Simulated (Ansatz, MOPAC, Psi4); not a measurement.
System: BeF2, net charge 0, singlet state. SMILES: [F][Be][F]
Geometry: optimised at B3LYP-D3(BJ)/def2-TZVP (Ansatz, a quantum-chemistry and plane-wave program).

Quantity: vertical ionisation energy to the doublet, in eV. Set-up: 6-311+G** with 5d; non-relativistic; UHF or UKS for open shells; no spin-orbit coupling; PM7 with its own dispersion and hydrogen-bond terms; each state is the SCF solution reached for its charge and spin; frozen cores in correlated levels; no dispersion term unless named; six Cartesian d functions in 6-31G* and its kin unless marked 5d. Ab initio and DFT rows: single points at B3LYP-D3(BJ) geometries (Ansatz). Semi-empirical rows: differences of heats of formation at the shared geometry for vertical values.

```
level             program  vertical ionisation energy to the doublet (eV)
----------------  -------  ----------------------------------------------
PM6                 MOPAC                                           14.58
PM7                 MOPAC                                           14.95
HF/6-31G*          Ansatz                                           13.97
B3LYP/STO-3G       Ansatz                                           10.62
B3LYP/3-21G        Ansatz                                           13.92
B3LYP/6-31G*       Ansatz                                           14.41
B3LYP/6-311+G**    Ansatz                                           14.91
wB97X-D/6-31G*       Psi4                                           14.68
MP2/6-31G*         Ansatz                                           15.57
MP2/6-311+G**      Ansatz                                           15.87
B3LYP/def2-TZVPD   Ansatz                                           14.81
```

No value to compare with is used here. The 10 habitual levels span 10.62 (B3LYP/STO-3G) to 15.87 eV (MP2/6-311+G**); B3LYP/def2-TZVPD gives 14.81.

The levels are drawn from those run, B3LYP/6-31G* more often than the rest, none by its result; left out are runs that failed, that the program found above a lower state of the same kind, or whose <S^2> lies over 0.5 above the pure value.
